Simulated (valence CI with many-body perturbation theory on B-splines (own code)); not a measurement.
Os44+: electric-dipole lines

Method: valence CI with perturbative core correlation (CI+MBPT): four valence electrons over a frozen Dirac-Fock core [Ar] 3d10, radial functions for each j: 11 s, 11 p, 9 d, 7 f, 5 g, 2 h, 1 i, with the one-electron correlation potential Σ1 (screened to all orders), the two-electron term Σ2, the three-electron term Σ3, Breit, model QED; selected single and double excitations, second order for the rest (own B-spline code, finite nucleus).

No measured spectrum was set against this ion. As an estimate, large intervals hold to a few tenths of a per cent, small ones and those within an open d or f shell to about a per cent.

Lines 101 to 150 of 240 in falling wavelength, among levels below 39.785 Ry, chosen from the strongest by gf and those to the six lowest levels. Wavelengths and rates use the calculated energies. Electric multipoles are in the length gauge, E1 and E2 with the static RPA response of the core. Weak lines are less certain than strong ones. Lines between different terms over intervals too small for the method are left out, as are lines whose strength nearly cancels. The highest levels of a list are the least certain.

Levels are named by their leading jj configuration (3d3/2^4 stands for four electrons in 3d with j = 3/2), which in mixed levels can hold well under half, so a name can repeat and another be missing. Letters in brackets count levels of one name in rising energy.

```tsv
λ vac (Å)	Upper	Lower	A (s⁻¹)	S (a.u.) with core polarisation	S without
63.99	(4s 4p1/2 4p3/2 4d3/2) J=3 [b]	(4s^2 4p1/2 4d5/2) J=2	1.10e+11	9.97e-02	1.05e-01
63.85	(4s 4p1/2 4p3/2 4d5/2) J=3 [d]	(4s 4p1/2 4p3/2^2) J=2 [b]	5.07e+11	4.56e-01	4.81e-01
63.75	(4s 4p1/2 4p3/2 4d5/2) J=1 [b]	(4s 4p1/2 4p3/2^2) J=0	2.75e+11	1.06e-01	1.11e-01
63.69	(4s 4p1/2 4p3/2 4d5/2) J=2 [c]	(4s 4p1/2 4p3/2^2) J=1 [a]	2.25e+11	1.44e-01	1.52e-01
63.66	(4s 4p1/2 4p3/2 4d5/2) J=0	(4s 4p1/2 4p3/2^2) J=1 [a]	2.33e+11	2.96e-02	3.13e-02
63.56	(4s 4p1/2 4p3/2 4d5/2) J=2 [d]	(4s 4p1/2 4p3/2^2) J=1 [b]	4.78e+11	3.03e-01	3.19e-01
63.47	(4s 4p1/2 4p3/2 4d5/2) J=1 [a]	(4s 4p1/2 4p3/2^2) J=2 [a]	2.68e+10	1.02e-02	1.07e-02
63.05	(4s 4p1/2 4p3/2 4d5/2) J=2 [d]	(4s 4p1/2 4p3/2^2) J=2 [b]	8.89e+10	5.50e-02	5.81e-02
62.84	(4s 4p1/2 4p3/2 4d5/2) J=3 [b]	(4s 4p1/2 4p3/2^2) J=2 [a]	1.57e+11	1.34e-01	1.42e-01
62.38	(4s 4p1/2^2 4d5/2) J=2	(4s 4p1/2^2 4p3/2) J=2	8.08e+10	4.84e-02	5.12e-02
62.27	(4s 4p1/2 4p3/2 4d5/2) J=2 [d]	(4s 4p1/2 4p3/2^2) J=1 [a]	1.98e+11	1.18e-01	1.25e-01
62.25	(4s 4p1/2 4p3/2 4d5/2) J=3 [c]	(4s 4p1/2 4p3/2^2) J=3	1.72e+10	1.43e-02	1.51e-02
62.13	(4s 4p1/2 4p3/2 4d5/2) J=4 [c]	(4s 4p1/2 4p3/2^2) J=3	5.15e+11	5.48e-01	5.78e-01
61.74	(4s 4p1/2 4p3/2 4d5/2) J=1 [c]	(4s 4p1/2 4p3/2^2) J=0	4.78e+10	1.67e-02	1.76e-02
61.64	(4s^2 4p3/2 4d5/2) J=3	(4s^2 4p3/2^2) J=2	8.29e+11	6.70e-01	7.07e-01
61.00	(4s^2 4p3/2 4d5/2) J=1	(4s^2 4p3/2^2) J=2	1.59e+11	5.36e-02	5.67e-02
60.80	(4s 4p1/2 4p3/2^2) J=2 [a]	(4s^2 4p1/2 4p3/2) J=2	2.01e+10	1.12e-02	1.18e-02
60.77	(4s 4p1/2 4p3/2 4d5/2) J=2 [a]	(4s^2 4p1/2 4d5/2) J=2	2.34e+11	1.30e-01	1.37e-01
60.32	(4s^2 4p1/2 4f5/2) J=3	(4s^2 4p1/2 4d3/2) J=2	3.12e+10	2.36e-02	2.46e-02
60.25	(4s 4p1/2 4p3/2 4d5/2) J=1 [b]	(4s 4p1/2 4p3/2^2) J=2 [a]	4.26e+10	1.38e-02	1.46e-02
60.22	(4s 4p1/2 4p3/2 4d5/2) J=3 [c]	(4s 4p1/2 4p3/2^2) J=2 [a]	7.31e+11	5.52e-01	5.83e-01
60.12	(4s 4p1/2 4p3/2 4d3/2) J=1 [d]	(4s^2 4p1/2 4d5/2) J=2	4.45e+10	1.43e-02	1.51e-02
60.04	(4s 4p1/2 4p3/2 4d5/2) J=2 [c]	(4s 4p1/2 4p3/2^2) J=3	8.56e+10	4.57e-02	4.84e-02
59.64	(4s 4p1/2 4p3/2 4d5/2) J=3 [a]	(4s^2 4p1/2 4d5/2) J=3	1.12e+11	8.24e-02	8.71e-02
59.50	(4s 4p1/2 4p3/2^2) J=2 [a]	(4s^2 4p1/2 4p3/2) J=1	4.72e+11	2.45e-01	2.59e-01
59.46	(4s 4p1/2 4p3/2 4d5/2) J=3 [d]	(4s 4p1/2 4p3/2^2) J=3	1.67e+11	1.21e-01	1.28e-01
58.89	(4s 4p1/2 4p3/2 4d5/2) J=3 [a]	(4s^2 4p1/2 4d5/2) J=2	2.73e+10	1.92e-02	2.03e-02
58.86	(4s 4p1/2 4p3/2^2) J=3	(4s^2 4p1/2 4p3/2) J=2	2.62e+11	1.84e-01	1.95e-01
58.77	(4s 4p1/2 4p3/2 4d5/2) J=2 [d]	(4s 4p1/2 4p3/2^2) J=3	6.37e+10	3.19e-02	3.38e-02
58.46	(4s 4p1/2 4p3/2 4d5/2) J=1 [c]	(4s 4p1/2 4p3/2^2) J=2 [a]	1.25e+11	3.70e-02	3.92e-02
58.37	(4s 4p1/2 4p3/2 4d5/2) J=2 [b]	(4s^2 4p1/2 4d5/2) J=3	1.11e+11	5.45e-02	5.77e-02
58.09	(4s 4p1/2 4p3/2 4d5/2) J=3 [b]	(4s^2 4p1/2 4d5/2) J=3	1.35e+11	9.13e-02	9.66e-02
57.90	(4s 4p1/2 4p3/2 4d5/2) J=1 [a]	(4s^2 4p1/2 4d5/2) J=2	4.76e+10	1.37e-02	1.45e-02
57.81	(4s 4p1/2 4p3/2 4d3/2) J=2 [d]	(4s^2 4p1/2 4d5/2) J=3	6.38e+10	3.04e-02	3.22e-02
57.69	(4s 4p1/2 4p3/2 4d5/2) J=4 [b]	(4s^2 4p1/2 4d5/2) J=3	1.43e+11	1.22e-01	1.29e-01
57.65	(4s 4p1/2 4p3/2 4d5/2) J=2 [b]	(4s^2 4p1/2 4d5/2) J=2	5.04e+10	2.38e-02	2.52e-02
57.61	(4s 4p1/2 4p3/2 4d5/2) J=3 [d]	(4s 4p1/2 4p3/2^2) J=2 [a]	3.67e+10	2.43e-02	2.56e-02
57.61	(4p1/2^2 4p3/2^2) J=2	(4s 4p1/2^2 4p3/2) J=1	4.47e+11	2.11e-01	2.23e-01
57.38	(4s 4p1/2 4p3/2 4d5/2) J=3 [b]	(4s^2 4p1/2 4d5/2) J=2	1.55e+11	1.01e-01	1.07e-01
57.25	(4s 4p1/2 4p3/2 4d3/2) J=1 [d]	(4s^2 4p1/2 4d3/2) J=1	1.95e+11	5.43e-02	5.75e-02
56.96	(4s 4p1/2 4p3/2 4d5/2) J=2 [d]	(4s 4p1/2 4p3/2^2) J=2 [a]	1.42e+11	6.48e-02	6.86e-02
56.45	(4s 4p1/2 4p3/2 4d3/2) J=2 [b]	(4s^2 4p1/2 4d3/2) J=2	3.72e+11	1.65e-01	1.75e-01
56.44	(4s 4p1/2 4p3/2^2) J=0	(4s^2 4p1/2 4p3/2) J=1	3.11e+11	2.76e-02	2.92e-02
56.16	(4s 4p3/2^3) J=2	(4s^2 4p3/2^2) J=2	9.32e+11	4.07e-01	4.31e-01
55.95	(4p1/2^2 4p3/2^2) J=0	(4s 4p1/2^2 4p3/2) J=1	5.59e+11	4.83e-02	5.12e-02
55.75	(4s 4p1/2 4p3/2 4d5/2) J=4 [c]	(4s^2 4p1/2 4d5/2) J=3	2.64e+11	2.03e-01	2.15e-01
55.73	(4s 4p1/2 4p3/2^2) J=1 [a]	(4s^2 4p1/2 4p3/2) J=2	4.33e+10	1.11e-02	1.18e-02
55.66	(4s 4p1/2^2 4p3/2) J=1	(4s^2 4p1/2^2) J=0	3.99e+11	1.02e-01	1.08e-01
55.66	(4s 4p1/2 4p3/2 4d3/2) J=0 [b]	(4s^2 4p1/2 4d3/2) J=1	5.07e+11	4.31e-02	4.57e-02
55.47	(4s 4p1/2 4p3/2 4d3/2) J=1 [b]	(4s^2 4p1/2 4d3/2) J=2	1.41e+11	3.57e-02	3.78e-02
```
